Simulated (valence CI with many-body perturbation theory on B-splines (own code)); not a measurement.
Values are calculated unless marked as measured or tabulated.
## Sensitivity of CI+MBPT for Pb77+

Method: configuration interaction combined with many-body perturbation theory (CI+MBPT): three valence electrons over a frozen Dirac-Fock core [He], a basis of 6 s, 6 p, 5 d, 3 f, 1 g functions for each j, with the one-electron correlation potential Σ1 (screened to all orders), the two-electron term Σ2, the three-electron term Σ3, Breit, model QED; selected single and double excitations, second order for the rest, scaled by the run's own slope (own B-spline code, finite nucleus).

The last digits are not significant, and no measured levels were compared; by estimate large intervals hold to a few tenths of a per cent, small ones and those within an open d or f shell to about a per cent.

The reference run has the lowest level (2s^2 2p1/2) J=1/2 and an ionisation energy of 23933.6 eV. Its largest variational space holds 3174 state functions.

Levels are named by their leading jj configuration (3d3/2^4 stands for four electrons in 3d with j = 3/2), which in mixed levels can hold well under half, so a name can repeat and another be missing. Letters in brackets count levels of one name in rising energy.

Changed runs:
A. Breit term on → off; QED terms on → off
B. hole-hole ladder in Σ2 on → off; cutoff of virtual states (hartree) 13448 → 356000
C. scale of Σ2 1 → 0
D. logarithmic knot step 0.27 → 1.1 (bad on purpose)

Excitation energies of the reference run in eV, and shifts in cm⁻¹:

```csv
Level,Reference,A,B,C,D
(2s 2p1/2^2) J=1/2,326.3,-20010,+84,+1639,-5375
(2s^2 2p3/2) J=3/2,2353.4,+231332,+210,+191,+953
(2s 2p1/2 2p3/2) J=3/2 [a],2584.8,+229452,+226,+731,-4269
(2s 2p1/2 2p3/2) J=5/2,2627.4,+352539,+236,+1149,-4302
(2s 2p1/2 2p3/2) J=1/2,2713.1,+223295,+242,+2996,-4358
(2s 2p1/2 2p3/2) J=3/2 [b],2714.5,+289028,+239,+2346,-4346
(2p1/2^2 2p3/2) J=3/2,3050.4,+244887,+533,+4461,-9751
(2s 2p3/2^2) J=5/2,4955.9,+525567,+453,+781,-3202
(2s 2p3/2^2) J=1/2,5082.1,+404215,+563,+1037,-3228
(2s 2p3/2^2) J=3/2,5082.7,+481752,+462,+2702,-3275
(2p1/2 2p3/2^2) J=3/2,5345.7,+482273,+649,+3850,-8772
(2p1/2 2p3/2^2) J=5/2,5368.1,+597242,+650,+3468,-8778
Ionisation energy (eV),23933.6,+50.4,+0.036,+0.097,+0.093
```
